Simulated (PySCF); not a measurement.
Fractional electron number in Mg+ (magnesium, charge +1)

The 3s alpha orbital of [Ne] 3s1 is emptied in steps (occupation f), with all orbitals relaxed, ending at [Ne]. Computed with PySCF 2.14 in aug-cc-pVDZ (5s4p2d, 27 functions), with no relativity, point nucleus. The exact energy is a straight line in f; departures are measured from the line between the end points of the same method.

```tsv
f	UHF (eV)	LDA (eV)	PBE (eV)	PBE0 (eV)	r2SCAN (eV)	LC-wPBE (eV)	BHandHLYP (eV)	r2SCAN0 (eV)	TPSS (eV)
1	0.000	0.000	0.000	0.000	0.000	0.000	0.000	0.000	0.000
0.8	0.001	-0.515	-0.530	-0.390	-0.451	-0.017	-0.290	-0.338	-0.500
0.6	0.002	-0.755	-0.790	-0.579	-0.645	-0.026	-0.435	-0.484	-0.744
0.4	0.002	-0.728	-0.784	-0.573	-0.602	-0.030	-0.436	-0.451	-0.743
0.2	0.001	-0.456	-0.516	-0.377	-0.353	-0.027	-0.294	-0.264	-0.504
0	0.000	0.000	0.000	0.000	0.000	0.000	0.000	0.000	0.000
```

```csv
method,E(f=0) − E(f=1) (eV),−ε at f=1 (eV),−ε at f=0.4 (eV)
UHF,14.713,14.722,14.711
LDA,15.275,12.009,16.047
PBE,15.274,11.943,15.960
PBE0,15.187,12.731,15.695
r2SCAN,14.984,12.069,15.768
LC-wPBE,15.107,14.993,15.097
BHandHLYP,15.253,13.438,15.605
r2SCAN0,15.006,12.814,15.598
TPSS,15.034,11.879,15.634
```

Orbital energy along the path (eV):

```json
{"f": "1", "UHF": "-14.722", "LDA": "-12.009", "PBE": "-11.943", "PBE0": "-12.731", "r2SCAN": "-12.069", "LC-wPBE": "-14.993", "BHandHLYP": "-13.438", "r2SCAN0": "-12.814", "TPSS": "-11.879"}
{"f": "0.8", "UHF": "-14.718", "LDA": "-13.393", "PBE": "-13.303", "PBE0": "-13.742", "r2SCAN": "-13.386", "LC-wPBE": "-15.047", "BHandHLYP": "-14.165", "r2SCAN0": "-13.811", "TPSS": "-13.182"}
{"f": "0.6", "UHF": "-14.714", "LDA": "-14.751", "PBE": "-14.645", "PBE0": "-14.732", "r2SCAN": "-14.615", "LC-wPBE": "-15.079", "BHandHLYP": "-14.888", "r2SCAN0": "-14.726", "TPSS": "-14.439"}
{"f": "0.4", "UHF": "-14.711", "LDA": "-16.047", "PBE": "-15.960", "PBE0": "-15.695", "r2SCAN": "-15.768", "LC-wPBE": "-15.097", "BHandHLYP": "-15.605", "r2SCAN0": "-15.598", "TPSS": "-15.634"}
{"f": "0.2", "UHF": "-14.707", "LDA": "-17.191", "PBE": "-17.263", "PBE0": "-16.644", "r2SCAN": "-16.667", "LC-wPBE": "-15.166", "BHandHLYP": "-16.325", "r2SCAN0": "-16.273", "TPSS": "-16.845"}
{"f": "0", "UHF": "-14.704", "LDA": "-17.510", "PBE": "-17.881", "PBE0": "-17.036", "r2SCAN": "-16.083", "LC-wPBE": "-15.281", "BHandHLYP": "-17.163", "r2SCAN0": "-15.810", "TPSS": "-17.729"}
```

As f goes to zero the orbital energy of a semilocal functional can turn back, because the density of that orbital vanishes from the exchange-correlation potential.

Reference removal energy between the ground levels: 15.035 eV (measured; NIST Atomic Spectra Database, ionization energies). UHF lacks correlation.
